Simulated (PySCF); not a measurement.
Species: C5H14NPSi2.
Numbering: `[CH2:1]=[CH:2][CH2:3][N:4]1[CH2:5][SiH2:6][Si@@H:7]([PH2:8])[CH2:9]1`

Cartesian coordinates in Å at the GFN2-xTB level; atoms count from 1:
```
atom  x, y, z in Å
C1     3.5880    0.7522   -0.5170
C2     2.2985    0.9324   -0.7301
C3     1.3472   -0.1437   -1.1515
N4     0.1488   -0.1271   -0.3268
C5     0.4385   -0.4667    1.0587
Si6   -1.1485   -0.1018    2.0653
Si7   -2.4687   -0.6228    0.2195
P8    -3.7076    0.9294   -0.8350
C9    -0.9140   -0.9575   -0.8646
H10    4.2382    1.5605   -0.2286
H11    4.0517   -0.2146   -0.6309
H12    1.8440    1.9066   -0.6083
H13    1.0397    0.0527   -2.1858
H14    1.8486   -1.1287   -1.1277
H15    1.2857    0.1387    1.3838
H16    0.7454   -1.5234    1.1555
H17   -1.2064   -0.9560    3.2573
H18   -1.1465    1.2928    2.5244
H19   -3.3222   -1.8273    0.2391
H20   -4.4402    1.2710    0.2873
H21   -2.8060    1.9593   -0.6344
H22   -0.6387   -2.0262   -0.8597
H23   -1.0802   -0.6728   -1.9054
```

NICS is the negative of the GIAO shielding at a point without a nucleus: at the ring centre (0) and 1 Å above and below it (1); zz is the component along the ring normal. Level: GIAO PBE0/pcSseg-1 (PySCF, non-relativistic, gas phase) on the GFN2-xTB geometry, one conformer.

Ring bond lengths (Å), with Mayer bond orders in brackets: N4–C5 1.456 (0.94), C5–Si6 1.914 (0.89), Si6–Si7 2.328 (0.88), Si7–C9 1.925 (0.86), C9–N4 1.452 (0.95).

Q: Give the NICS values of each ring in ppm.

A: 
| ring | type | NICS(0) | NICS(1), two faces | NICS(1)zz, two faces | rms pucker (Å) | centre to ring atoms, mean (Å) |
| --- | --- | --- | --- | --- | --- | --- |
| N4–C5–Si6–Si7–C9 | 5-membered ring with N and 2 Si; formal bonds all single | -5.3 | -4.4 / -3.7 | -0.9 / -1.2 | 0.23 | 1.49 |

Q: What can be read from them?

A: 
- N4–C5–Si6–Si7–C9: mean NICS(1)zz -1.0 ppm, near zero. C5, Si6, Si7, C9 have four or more neighbours, and the NICS criterion for π rings isn't applied.
